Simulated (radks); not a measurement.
Q: The iodine ion I4+, 49 electrons, occupied as [Kr] 4d10 5s2 5p0.5 6p0.5 (fractional occupations, a model configuration). All-electron calculation, scalar-relativistic Kohn-Sham, PBE, spin-unpolarised, spherical densities, point nucleus. Program: a radial shooting solver on a logarithmic mesh with Libxc functionals. Some entries of the table are withheld. Estimate them.

| orbital | occ. | eigenvalue (eV) | <1/r> (bohr^-1) | r(max) (bohr) |
|---|---|---|---|---|
| 1s | 2 | -33034.45 | 56.84 | (1) |
| 2s | 2 | -5145.139 | 13.02 | 0.09911 |
| 2p | 6 | -4622.880 | 12.46 | (2) |
| 3s | 2 | (3) | (4) | 0.2856 |
| 3p | 6 | -907.9388 | 4.438 | 0.2794 |
| 3d | 10 | -654.5634 | 4.200 | 0.2317 |
| 4s | 2 | -228.5960 | 1.888 | 0.6802 |
| 4p | 6 | -175.4929 | 1.730 | (5) |
| 4d | 10 | -97.8868 | 1.453 | 0.7765 |
| 5s | 2 | -59.6269 | 0.7410 | 1.619 |
| 5p | 0.5 | -46.5527 | 0.6457 | 1.822 |
| 5d | 0 | -29.3382 | 0.4870 | 2.369 |
| 6s | 0 | -26.0254 | 0.3622 | 3.508 |
| 6p | 0.5 | -21.7693 | 0.3223 | 3.990 |

A: 
(1) 1s r(max) (bohr): 0.01754
(2) 2p r(max) (bohr): 0.07948
(3) 3s eigenvalue (eV): -1077.172
(4) 3s <1/r> (bohr^-1): 4.668
(5) 4p r(max) (bohr): 0.7146
